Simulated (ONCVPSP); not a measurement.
# thulium (Tm) ONCV: all-electron and pseudo phase curves

ONCVPSP 4.0.1 input, shortened (lines: element, Z, core and valence counts, functional; n l f; lmax; l rc ep ncon nbas qcut; lloc lpopt rc5 dvloc0; l nproj debl; icmod fcfact rcfact), BLYP, scalar-relativistic:

```
  Tm 69.00    9    5  -106131      upf
    1    0    2.00
    2    0    2.00
    2    1    6.00
    3    0    2.00
    3    1    6.00
    3    2   10.00
    4    0    2.00
    4    1    6.00
    4    2   10.00
    4    3   13.00
    5    0    2.00
    5    1    6.00
    6    0    1.00
    6    1    1.00
    3
    0    1.80    0.00    4    8    8.50
    1    2.70    0.00    4    7    6.10
    2    2.30    0.15    5    9    4.20
    3    1.10    0.00    5   10   16.40
    4    3    0.85    0.00
    0    2    2.00
    1    2    1.50
    2    2    0.90
    3    3    1.60
    0    0.00    0.00
```

In the d channel the program set the typed energies aside and used 0.050, 0.950 Ha.

The phase is arctan(r·R′/R) of the radial function R(r), unwrapped; energies in Ha, scanned from -4 to 5 Ha. A pole is an energy at which the radial function vanishes at the test radius. The pseudo phase is shifted by a multiple of π to meet the all-electron one at the reference energy, and phase errors are pseudo minus all-electron; the curves can meet again beyond the range given. Levels narrower than the energy grid can be missing from the lists of poles.

| channel | radius (bohr) | reference energy (Ha) | poles, all-electron | poles, pseudo | unbroken range about the reference energy with phases within 0.05 rad | phase error 1 Ha above the reference energy (rad) |
| --- | --- | --- | --- | --- | --- | --- |
| s | 1.83 | -0.17 | -1.45 | -1.45 | the whole range | -0.000 |
| p | 2.74 | -0.06 | -0.95, 2.13 | -0.95, 1.95, 2.50 | below 2.0 | -0.003 |
| d | 2.33 | 0.05 | 0.80 | 0.80 | the whole range | +0.000 |
| f | 1.12 | -0.16 | 0.85 | 0.85 | the whole range | -0.000 |

Note: ghosts flagged at negative energy: s at -152.5 eV; GHOST(+) flagged for p at 59.6 eV. A true bound ghost makes a file unfit for plane-wave use.

Phases in the p channel:

```json
{"E (Ha)": "-3.98", "all-electron": "1.413", "pseudo": "1.413"}
{"E (Ha)": "-3.74", "all-electron": "1.406", "pseudo": "1.406"}
{"E (Ha)": "-3.50", "all-electron": "1.398", "pseudo": "1.398"}
{"E (Ha)": "-3.26", "all-electron": "1.389", "pseudo": "1.389"}
{"E (Ha)": "-3.02", "all-electron": "1.379", "pseudo": "1.379"}
{"E (Ha)": "-2.78", "all-electron": "1.367", "pseudo": "1.367"}
{"E (Ha)": "-2.54", "all-electron": "1.352", "pseudo": "1.352"}
{"E (Ha)": "-2.30", "all-electron": "1.333", "pseudo": "1.333"}
{"E (Ha)": "-2.06", "all-electron": "1.308", "pseudo": "1.308"}
{"E (Ha)": "-1.82", "all-electron": "1.271", "pseudo": "1.271"}
{"E (Ha)": "-1.58", "all-electron": "1.205", "pseudo": "1.205"}
{"E (Ha)": "-1.34", "all-electron": "1.022", "pseudo": "1.021"}
{"E (Ha)": "-1.10", "all-electron": "-0.926", "pseudo": "-0.926"}
{"E (Ha)": "-0.86", "all-electron": "-1.682", "pseudo": "-1.682"}
{"E (Ha)": "-0.62", "all-electron": "-1.833", "pseudo": "-1.833"}
{"E (Ha)": "-0.38", "all-electron": "-1.960", "pseudo": "-1.960"}
{"E (Ha)": "-0.14", "all-electron": "-2.147", "pseudo": "-2.147"}
{"E (Ha)": "0.10", "all-electron": "-2.531", "pseudo": "-2.531"}
{"E (Ha)": "0.34", "all-electron": "-3.330", "pseudo": "-3.331"}
{"E (Ha)": "0.58", "all-electron": "-4.022", "pseudo": "-4.024"}
{"E (Ha)": "0.82", "all-electron": "-4.326", "pseudo": "-4.328"}
{"E (Ha)": "1.06", "all-electron": "-4.473", "pseudo": "-4.476"}
{"E (Ha)": "1.30", "all-electron": "-4.559", "pseudo": "-4.564"}
{"E (Ha)": "1.54", "all-electron": "-4.618", "pseudo": "-4.625"}
{"E (Ha)": "1.78", "all-electron": "-4.661", "pseudo": "-4.675"}
{"E (Ha)": "2.02", "all-electron": "-4.697", "pseudo": "-4.736"}
{"E (Ha)": "2.26", "all-electron": "-4.730", "pseudo": "-7.662"}
{"E (Ha)": "2.50", "all-electron": "-4.761", "pseudo": "-7.854"}
{"E (Ha)": "2.74", "all-electron": "-4.795", "pseudo": "-7.898"}
{"E (Ha)": "2.98", "all-electron": "-4.835", "pseudo": "-7.936"}
{"E (Ha)": "3.22", "all-electron": "-4.889", "pseudo": "-7.978"}
{"E (Ha)": "3.46", "all-electron": "-4.971", "pseudo": "-8.033"}
{"E (Ha)": "3.70", "all-electron": "-5.131", "pseudo": "-8.120"}
{"E (Ha)": "3.94", "all-electron": "-5.565", "pseudo": "-8.290"}
{"E (Ha)": "4.18", "all-electron": "-6.701", "pseudo": "-8.772"}
{"E (Ha)": "4.42", "all-electron": "-7.342", "pseudo": "-9.940"}
{"E (Ha)": "4.66", "all-electron": "-7.551", "pseudo": "-10.515"}
{"E (Ha)": "4.90", "all-electron": "-7.647", "pseudo": "-10.706"}
```
